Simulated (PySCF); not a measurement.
A mixed set of molecules. Level of theory: TDDFT B3LYP/def2-SVPD, vertical, gas phase, core orbitals frozen in the response (PySCF 2.14.0, density-fitted response routines). Geometries: PBE0-D3(BJ)/def2-SVP; one conformer of each isolated species. Triplets are in the Tamm–Dancoff approximation. Relativistic effects are left out although some hold elements past zinc.

Question: Rank by computed LUMO energy, lowest first.
A. `CC(=O)F`
B. `FC1(F)CCCCC1`
C. `[SiH3][Se][SiH3]`
D. `F[BH2-][PH3+]`

Answer: A (-0.90 eV), C (-0.70 eV), D (-0.42 eV), B (0.28 eV).

| SMILES | LUMO (eV) | HOMO (eV) | S1 (eV) | α (au) | gap (eV) | f (S1) | S1 mainly |
| --- | --- | --- | --- | --- | --- | --- | --- |
| CC(=O)F | -0.90 | -8.86 | 6.00 | 29.7 | 7.96 | 0.001 | H→L (99%) |
| [SiH3][Se][SiH3] | -0.70 | -6.83 | 5.16 | 87.2 | 6.13 | 0.022 | H→L (99%) |
| F[BH2-][PH3+] | -0.42 | -7.96 | 6.47 | 47.9 | 7.54 | 0.005 | H→L (99%) |
| FC1(F)CCCCC1 | 0.28 | -8.53 | 7.95 | 70.7 | 8.82 | 0.000 | H→L (99%) |

H and L stand for HOMO and LUMO.

- `CC(=O)F`: Löwdin shares by element: HOMO oxygen 70%, carbon 18%, fluorine 9%; LUMO carbon 49%, oxygen 33%, fluorine 10%.
- `[SiH3][Se][SiH3]`: Löwdin shares by element: HOMO selenium 73%, silicon 19%; LUMO silicon 37%, selenium 32%, hydrogen 6% or more (atoms not listed hold the other 25%).
- `F[BH2-][PH3+]`: Löwdin shares by element: HOMO hydrogen 36% or more, boron 31%, fluorine 26%; LUMO phosphorus 45%, hydrogen 24% or more, boron 15% (atoms not listed hold the other 16%).
- `FC1(F)CCCCC1`: Löwdin shares by element: HOMO carbon 38% or more, fluorine 10% or more (atoms not listed hold the other 52%); LUMO carbon 29% or more, hydrogen 8% or more (atoms not listed hold the other 63%).
